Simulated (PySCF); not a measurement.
Coordinates in bohr (charge -1 multiplicity 1):
```
Sr    0.0000    0.0000    0.0000
Br    5.4458    0.0000    0.0000
Br   -2.7229    4.7162    0.0000
Br   -2.7229   -4.7162    0.0000
```

Method: PySCF, PBE0, basis Sr def2-SVPD with ECP28, Br def2-SVPD (scalar-relativistic core potentials, no spin–orbit coupling, density fitting).

This geometry of [SrBr3]- is a stationary point at this level.

Task: What is the point group?

Result: D3h.

Task: Is it a minimum?

Result: Yes: all harmonic wavenumbers are real, though the softest, 41 cm⁻¹, leaves little margin.

Task: List the harmonic modes with their infrared intensities.

Result: 
```tsv
symmetry	ω (cm⁻¹)	IR (km/mol, summed over degenerate members)	type
e'	41	5.2	bend
a2''	50	24.4	bend
a1'	137	0.0	stretch
e'	198	129	stretch
```

Task: What are the dipole moment and the gap between the highest occupied and lowest empty levels?

Result: 0.00 D about the centre of mass and 5.88 eV.

Task: Give the atomic charges and bond orders.

Result: 
```tsv
atom	Mulliken	Löwdin	polar tensor	Mayer order to Sr1
Sr1	1.29	0.54	1.51	–
Br2,3,4	-0.76	-0.51	-0.84	0.43
```

In D3h the vibrations span 2e' + a2'' + a1'. The a1' mode carries no infrared intensity, as symmetry demands.

Other isomers or separated fragments may lie lower. The lowest empty level of this anion is unbound, so it and the gap depend on the basis.
